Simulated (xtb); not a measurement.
C5H7F, SMILES CC1=CC[C@@H]1F. All values are semi-empirical tight-binding results from xtb (GFN2-xTB unless named), good for trends rather than for accurate numbers. Geometry: GFN2-xTB. The structure was generated by enumeration; whether it is a known compound was not checked.

Optimised geometry:

Bond lengths (Å): C1–C2 1.480, C1–H7 1.090, C1–H8 1.087, C1–H9 1.090, C2–C3 1.334, C2–C5 1.513, C3–C4 1.506, C3–H10 1.074, C4–C5 1.549, C4–H11 1.089, C4–H12 1.088, C5–F6 1.375, C5–H13 1.094. Angles (°): C2–C1–H7 109.9, C2–C1–H8 110.5, C2–C1–H9 110.2, H7–C1–H8 109.3, H7–C1–H9 107.7, H8–C1–H9 109.2, C1–C2–C3 136.8, C1–C2–C5 130.1, C3–C2–C5 93.1, C2–C3–C4 95.1, C2–C3–H10 134.0, C4–C3–H10 130.9, C3–C4–C5 85.3, C3–C4–H11 116.7, C3–C4–H12 115.0, C5–C4–H11 115.5, C5–C4–H12 112.9, H11–C4–H12 109.8, C2–C5–C4 86.5, C2–C5–F6 116.2, C2–C5–H13 116.3, C4–C5–F6 114.9, C4–C5–H13 115.9, F6–C5–H13 106.5.
Charge 0, spin multiplicity 1.

```
Quantity                                        Result
---------------------------------------  -------------
orbital gap                                    4.95 eV
dipole moment                                   2.17 D
zero-point energy                        65.7 kcal/mol
G − E(el) at 298.15 K (modified RRHO)    47.0 kcal/mol
static polarisability (D4 model)            57.4 bohr³
solvation energy, GFN2-xTB/ALPB(water)   -2.3 kcal/mol
solvation energy, GFN2-xTB/ALPB(hexane)  -4.3 kcal/mol
```

Computed IR lines (harmonic; lines under 4 % of the strongest left out, lines within 3 cm⁻¹ merged):
ν (cm⁻¹): 181 (w), 207 (w), 410 (w), 549 (w), 775 (w), 848 (s), 942 (w), 981 (w), 997 (m), 1011 (w), 1032 (m), 1073 (w), 1102 (vs), 1150 (m), 1197 (m), 1223 (w), 1266 (w), 1298 (s), 1392 (w), 1462 (w), 1469 (m), 1725 (m), 2928 (s), 2990 (s), 3000 (m), 3011 (m), 3016 (m), 3046 (m), 3134 (s) (against the strongest line: vs over 80 %, s over 45 %, m over 15 %, w over 4 %, vw less)

Computed atomic charges and the Wiberg bond orders between heavy atoms:
charges (e) C1 -0.11, C2 0.00, C3 -0.05, C4 -0.07, C5 0.14, F6 -0.25, H7 0.06, H8 0.05, H9 0.05, H10 0.04, H11 0.04, H12 0.06, H13 0.04. Bond orders C1–C2 1.04, C2–C3 1.86, C3–C4 1.02, C2–C5 0.98, C4–C5 0.98, C5–F6 0.93.
